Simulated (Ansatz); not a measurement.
[Ni(NH3)4]2+ (NiN4H12²⁺) was relaxed with PBE0-D4 (def2-SVP) in Ansatz in these states: charge +1 doublet, charge +2 singlet, charge +2 triplet, charge +3 doublet. The geometries follow in no particular order.

A:

```xyz
17

Ni    0.000    0.000    0.000
N     1.249   -1.225   -0.864
H     0.991   -1.438   -1.835
H     1.311   -2.135   -0.391
H     2.223   -0.909   -0.920
N    -1.372   -1.387   -0.018
H    -1.585   -1.749    0.921
H    -1.160   -2.223   -0.573
H    -2.269   -1.060   -0.395
N    -1.236    1.213    0.899
H    -0.827    1.660    1.728
H    -2.105    0.793    1.246
H    -1.546    1.985    0.296
N     1.359    1.400   -0.018
H     2.141    1.204    0.620
H     1.041    2.339    0.246
H     1.786    1.533   -0.942
```

B:

Cartesian coordinates in Å:
```
Ni 0.000 0.000 0.000
N 1.381 1.261 -0.951
H 2.145 1.573 -0.345
H 0.962 2.120 -1.315
H 1.838 0.835 -1.759
N -0.960 1.640 0.887
H -1.638 2.105 0.276
H -0.319 2.379 1.186
H -1.483 1.397 1.731
N -1.650 -1.234 0.384
H -1.703 -2.047 -0.234
H -2.551 -0.764 0.269
H -1.670 -1.619 1.333
N 1.230 -1.667 -0.321
H 1.163 -2.057 -1.265
H 1.032 -2.450 0.306
H 2.223 -1.471 -0.182
```

C:

```xyz
17

Ni    0.001   -0.001   -0.001
N     0.875   -0.766    1.734
H     0.220   -1.245    2.363
H     1.322   -0.054    2.322
H     1.615   -1.455    1.559
N    -0.868    1.607    1.008
H    -0.217    2.368    1.233
H    -1.292    1.356    1.908
H    -1.626    2.063    0.487
N     0.088    1.028   -1.815
H     0.732    0.612   -2.497
H     0.401    2.001   -1.729
H    -0.808    1.088   -2.312
N    -0.095   -1.869   -0.927
H     0.804   -2.212   -1.284
H    -0.724   -1.903   -1.737
H    -0.430   -2.620   -0.312
```

D:

```xyz
17

Ni    0.0000    0.0000    0.0000
N    -0.4900    1.1249    1.5513
H    -0.2689    2.1263    1.4015
H     0.0032    0.8458    2.4177
H    -1.4905    1.1061    1.8065
N     1.9165    0.3166    0.3731
H     2.3989   -0.5319    0.7215
H     2.1103    1.0448    1.0793
H     2.4401    0.6237   -0.4655
N     0.4903   -1.1567   -1.5278
H     0.0068   -2.0719   -1.5061
H     1.4929   -1.3961   -1.5910
H     0.2577   -0.7273   -2.4419
N    -1.9168   -0.2849   -0.3966
H    -2.3880   -0.8683    0.3187
H    -2.1127   -0.7526   -1.2963
H    -2.4497    0.6014   -0.4445
```

Question: Judge from the bond lengths which geometry belongs to which state (an estimate).

Answer: A is the charge +2 singlet (Ni1–N2 1.951 Å, Ni1–N6 1.951 Å, Ni1–N10 1.951 Å); B is the charge +1 doublet (Ni1–N2 2.097 Å, Ni1–N6 2.097 Å, Ni1–N10 2.097 Å); C is the charge +2 triplet (Ni1–N2 2.087 Å, Ni1–N6 2.087 Å, Ni1–N10 2.087 Å); D is the charge +3 doublet (Ni1–N2 1.978 Å, Ni1–N6 1.978 Å, Ni1–N10 1.978 Å).
